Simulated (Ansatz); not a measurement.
Species: C3H8OSi, SMILES `O/C=C\C[SiH3]` (H–O–C–C torsion 4°, C–C–C–Si torsion -89°) (charge 0, multiplicity 1), formula C3H8OSi.

Task: How many basis functions does frozen-core CCSD(T)/cc-pVTZ // PBE0-D3(BJ)/def2-TZVP (Ansatz, a program for electronic structure) use, how many core orbitals are frozen, and how many electrons are correlated?

Result: 266 basis functions and 9 frozen orbitals, which leaves 30 correlated electrons. Core time is of the order of minutes.
